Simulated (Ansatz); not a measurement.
C7H21GeNSi (`CC(C)(C)[N]([GeH3])[Si](C)(C)C`) at its PBE0-D4/def2-TZVP geometry, where that method's forces vanish. The species carries charge 0 and has multiplicity 1.

```xyz
31

C     2.0135    0.9278   -1.1069
C     0.6825    1.2619   -0.4304
C    -0.3701    1.4464   -1.5195
C     0.7907    2.5945    0.3118
N     0.2876    0.1849    0.5081
Ge    1.4306   -0.1659    1.9289
Si   -0.8739   -1.0690    0.1597
C    -1.0404   -2.1403    1.6936
C    -0.3297   -2.1970   -1.2413
C    -2.6077   -0.4416   -0.1991
H     2.8173    0.8204   -0.3746
H     2.3073    1.7170   -1.8043
H     1.9324   -0.0095   -1.6622
H    -0.0423    2.2272   -2.2090
H    -0.5180    0.5368   -2.1052
H    -1.3275    1.7514   -1.0961
H    -0.1584    2.8284    0.7990
H     1.0295    3.4014   -0.3859
H     1.5717    2.5782    1.0731
H     2.0916   -1.5530    1.7809
H     0.6569   -0.1228    3.2578
H     2.5517    0.8829    1.9782
H    -1.3996   -1.5748    2.5566
H    -0.1229   -2.6582    1.9806
H    -1.7870   -2.9094    1.4719
H    -1.0453   -3.0148   -1.3707
H     0.6451   -2.6398   -1.0178
H    -0.2470   -1.6797   -2.1999
H    -3.3116   -1.2673   -0.0547
H    -2.7393   -0.0719   -1.2165
H    -2.8879    0.3560    0.4940
```

(1) What forces (eV/Å) does B3LYP-D4/def2-TZVPP give on these atoms in Ansatz? (An estimate is asked.)

Answers

(1) Ansatz gave: 
```
C1   0.234 -0.069 -0.110
C2   0.005  0.070 -0.058
C3  -0.178  0.033 -0.206
C4   0.031  0.233  0.132
N5  -0.135 -0.151  0.023
Ge6  0.206 -0.002  0.239
Si7 -0.028 -0.018  0.019
C8  -0.037 -0.097  0.080
C9   0.036 -0.055 -0.082
C10 -0.103  0.027 -0.022
H11 -0.046  0.005 -0.076
H12 -0.003 -0.054  0.034
H13  0.023  0.062  0.029
H14 -0.036 -0.047  0.032
H15  0.002  0.097  0.029
H16  0.069 -0.016 -0.054
H17  0.060 -0.001 -0.021
H18 -0.014 -0.030  0.053
H19 -0.067  0.023 -0.056
H20 -0.006  0.011  0.004
H21  0.008 -0.005 -0.008
H22 -0.017 -0.028  0.007
H23  0.022 -0.047 -0.041
H24 -0.070  0.027 -0.009
H25  0.039  0.033  0.033
H26  0.043  0.032 -0.004
H27 -0.051  0.014 -0.026
H28  0.001 -0.039  0.051
H29  0.020  0.052 -0.013
H30 -0.009 -0.019  0.068
H31  0.001 -0.039 -0.046
```

B3LYP here is the variant with VWN-RPA as its local correlation; programs differ in this.
